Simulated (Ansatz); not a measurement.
Two members of one family (Series GeX4), computed with Ansatz in the gas phase. Binding counts from free atoms in the multiplicity of their measured ground term, without zero-point energy. A dash marks a value that wasn't run or was left out as unsound. The structures are stationary points that may keep the symmetry of their start. Remarks come from the PBE and PBE0 runs and from stability tests at other levels; not every state was tested. HOMO above LUMO (over both spins in singlets and doublets, within one spin in higher multiplets; at PBE or PBE0), or a gap under 0.15 eV within one spin, warns that the state may not be the lowest or that an electron is smeared out.

First: Ge(NCO)4 (singlet, charge 0, PBE-D4/def2-SVP geometry).

Cartesian coordinates in Å:
```
Ge -0.0134 0.1095 0.0381
N 0.9664 -0.9238 1.1561
C 0.8704 -1.6587 2.1278
O 0.8695 -2.3808 3.0562
N -1.0407 1.2266 1.0176
C -2.0750 1.8752 0.9691
O -3.0534 2.5278 1.0108
N -1.1001 -0.8971 -1.0060
C -1.0841 -1.6294 -1.9848
O -1.1589 -2.3444 -2.9151
N 1.1172 1.0523 -1.0121
C 2.2956 1.3530 -1.1327
O 3.4065 1.6898 -1.3250
```

| level | HOMO (eV) | LUMO (eV) | gap (eV) | vertical IE (eV) | binding per atom (eV) |
| --- | --- | --- | --- | --- | --- |
| PBE-D4/def2-SVP | -7.65 | -2.19 | 5.46 | – | 5.93 |
| PBE-D4/def2-TZVP | -7.83 | -2.44 | 5.39 | 10.11 | 5.83 |
| r2SCAN-D4/def2-TZVP | -8.17 | -2.20 | 5.97 | – | 5.48 |
| PBE0-D4/def2-SVP | -9.16 | -1.22 | 7.95 | – | 5.57 |
| PBE0-D4/def2-TZVP | -9.27 | -1.41 | 7.86 | 10.86 | 5.49 |

Remarks: gap within one spin near zero at PBE or PBE0 (+1 doublet).

Second: GeMe4 (singlet, charge 0, PBE-D4/def2-SVP geometry).

```
atom    x (Å)    y (Å)    z (Å)
 Ge1  -0.0001   0.0001   0.0000
  C2   1.2627  -1.4871  -0.2944
  H3   2.2622  -1.2403   0.1183
  H4   1.3774  -1.6953  -1.3762
  H5   0.9021  -2.4116   0.2007
  C6  -1.7609  -0.4744  -0.7527
  H7  -2.4887   0.3468  -0.5965
  H8  -2.1603  -1.3882  -0.2698
  H9  -1.6831  -0.6645  -1.8428
 C10   0.6793   1.6256  -0.8883
 H11  -0.0181   2.4742  -0.7389
 H12   0.7933   1.4586  -1.9787
 H13   1.6677   1.9126  -0.4774
 C14  -0.1815   0.3359   1.9362
 H15   0.7988   0.6011   2.3803
 H16  -0.5655  -0.5644   2.4561
 H17  -0.8853   1.1710   2.1242
```

Question: Estimate the same table for the second.

Answer: 
```tsv
level	HOMO (eV)	LUMO (eV)	gap (eV)	vertical IE (eV)	binding per atom (eV)
PBE-D4/def2-SVP	-6.74	0.59	7.32	–	3.88
PBE-D4/def2-TZVP	-6.82	0.02	6.84	9.54	3.86
r2SCAN-D4/def2-TZVP	-7.08	0.78	7.87	–	3.83
PBE0-D4/def2-SVP	-8.03	1.40	9.43	–	3.86
PBE0-D4/def2-TZVP	-8.06	0.78	8.84	9.90	3.83
```

Remarks: gap within one spin near zero at PBE or PBE0 (+1 doublet).
